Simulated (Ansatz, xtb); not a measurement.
Relative energy of two structures of CH4NSn+

Structure X: a singlet given by its coordinates. Structure Y: `C=[NH+][SnH]`, a singlet. Both are isolated ions in the gas phase, relaxed with PBE0-D3(BJ)/def2-SVP; the shapes shown needn't be the lowest conformers.

X (Å):

| atom | x (Å) | y (Å) | z (Å) |
| --- | --- | --- | --- |
| C | 0.3117 | 1.2089 | 0.8079 |
| N | -0.2408 | 0.5617 | -0.3896 |
| Sn | 1.9170 | 1.3447 | -0.6842 |
| H | -0.2164 | 2.1246 | 1.1033 |
| H | 0.4379 | 0.5317 | 1.6623 |
| H | -0.4385 | -0.4375 | -0.3151 |
| H | -1.0388 | 1.0241 | -0.8281 |

Close contacts (Å): C1–N2 1.47, C1–Sn3 2.20, N2–Sn3 2.31, C1–H4 1.10, C1–H5 1.10, N2–H6 1.02, N2–H7 1.02.

Y (Å):

| atom | x (Å) | y (Å) | z (Å) |
| --- | --- | --- | --- |
| C | -1.1271 | 0.6109 | -0.0607 |
| N | -0.5410 | -0.2601 | 0.6619 |
| Sn | 1.7366 | -0.5325 | 0.9355 |
| H | -2.2234 | 0.6655 | -0.1300 |
| H | -0.5291 | 1.3318 | -0.6341 |
| H | -1.1740 | -0.8927 | 1.1627 |
| H | 1.8309 | 0.8423 | -0.1824 |

Problem. Which of the two would you expect CCSD(T)/def2-TZVP electronic energies to favour?

Solution. Structure X; the calculation gives E(Y) − E(X) = +0.232 eV.

Level by level:

```csv
level,geometry,E(Y) − E(X) (eV),departure from the last row (eV),"job, with rough time for the two"
GFN2-xTB,GFN2-xTB,−0.111,−0.344,"optimisation, 0.39 s"
HF/STO-3G,GFN2-xTB,+1.026,+0.793,"single point, 2.6 s"
r2SCAN-D4/def2-SVP,GFN2-xTB,+0.316,+0.084,"single point, 5.9 s"
PBE0-D3(BJ)/def2-SVP,PBE0-D3(BJ)/def2-SVP,+0.347,+0.115,"optimisation, 95 s"
HF/def2-TZVP,PBE0-D3(BJ)/def2-SVP,−0.199,−0.432,part of the CCSD(T) run
MP2/def2-TZVP,PBE0-D3(BJ)/def2-SVP,+0.398,+0.166,part of the CCSD(T) run
CCSD(T)/def2-TZVP,PBE0-D3(BJ)/def2-SVP,+0.232,,"single point, 2.1 min"
```

GFN2-xTB, HF/def2-TZVP put the two in the other order. The largest departure from CCSD(T)/def2-TZVP is that of HF/STO-3G, 0.793 eV.

With harmonic frequencies from PBE0-D3(BJ)/def2-SVP (ideal gas, rigid rotor, one conformer each, 400 K, 1 atm): the zero-point term adds −0.135 eV; ΔH is +0.124 and ΔG +0.057 eV.

The correlated steps freeze 6 core orbitals; the filled d shell of Sn is correlated, in a basis made for valence electrons. Atoms past krypton carry core potentials in the def2 sets, other sets are all-electron and non-relativistic, and no spin–orbit term is included. Codes used: Ansatz 0.2.0, xtb 6.7.1; the last row on 1 thread of Intel(R) Xeon(R) Processor @ 2.50GHz (Skylake/Cascade Lake) on a shared host.
